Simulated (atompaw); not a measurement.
# An all-electron radial function and its pseudo partner (Al (Z = 13))

Columns: radius, all-electron u(r) and pseudo u(r) of the 3s shell (level -14.81 eV) of aluminium in the configuration [He] 2s2 2p6 3s2 3p0; PBE, scalar-relativistic, PAW (atompaw) scheme, atompaw 4.2.0.5.

```json
{"r (bohr)": "0.048", "all-electron": "0.1601", "pseudo": "-0.1596"}
{"r (bohr)": "0.096", "all-electron": "0.1347", "pseudo": "-0.3123"}
{"r (bohr)": "0.144", "all-electron": "0.0396", "pseudo": "-0.4514"}
{"r (bohr)": "0.192", "all-electron": "-0.0693", "pseudo": "-0.5712"}
{"r (bohr)": "0.240", "all-electron": "-0.1659", "pseudo": "-0.6670"}
{"r (bohr)": "0.288", "all-electron": "-0.2400", "pseudo": "-0.7356"}
{"r (bohr)": "0.337", "all-electron": "-0.2897", "pseudo": "-0.7758"}
{"r (bohr)": "0.385", "all-electron": "-0.3143", "pseudo": "-0.7857"}
{"r (bohr)": "0.433", "all-electron": "-0.3180", "pseudo": "-0.7677"}
{"r (bohr)": "0.481", "all-electron": "-0.3046", "pseudo": "-0.7246"}
{"r (bohr)": "0.529", "all-electron": "-0.2774", "pseudo": "-0.6599"}
{"r (bohr)": "0.577", "all-electron": "-0.2397", "pseudo": "-0.5783"}
{"r (bohr)": "0.625", "all-electron": "-0.1944", "pseudo": "-0.4845"}
{"r (bohr)": "0.673", "all-electron": "-0.1436", "pseudo": "-0.3835"}
{"r (bohr)": "0.721", "all-electron": "-0.0894", "pseudo": "-0.2799"}
{"r (bohr)": "0.769", "all-electron": "-0.0332", "pseudo": "-0.1778"}
{"r (bohr)": "0.817", "all-electron": "0.0235", "pseudo": "-0.0805"}
{"r (bohr)": "0.865", "all-electron": "0.0799", "pseudo": "0.0096"}
{"r (bohr)": "0.913", "all-electron": "0.1351", "pseudo": "0.0912"}
{"r (bohr)": "0.962", "all-electron": "0.1897", "pseudo": "0.1652"}
{"r (bohr)": "1.010", "all-electron": "0.2410", "pseudo": "0.2290"}
{"r (bohr)": "1.058", "all-electron": "0.2898", "pseudo": "0.2850"}
{"r (bohr)": "1.106", "all-electron": "0.3358", "pseudo": "0.3345"}
{"r (bohr)": "1.154", "all-electron": "0.3789", "pseudo": "0.3787"}
{"r (bohr)": "1.202", "all-electron": "0.4191", "pseudo": "0.4191"}
{"r (bohr)": "1.250", "all-electron": "0.4563", "pseudo": "0.4563"}
```

Task: How many radial nodes do the two functions have?

Result: The all-electron 3s function has n − l − 1 = 2; the pseudo-wave has 1, since 1 lower shell of the same l stays in the valence.

Task: Is the pseudo-wave norm-conserving?

Result: No, it belongs to a PAW set: the norm inside the radius is not constrained, and the difference is carried by the augmentation charge.
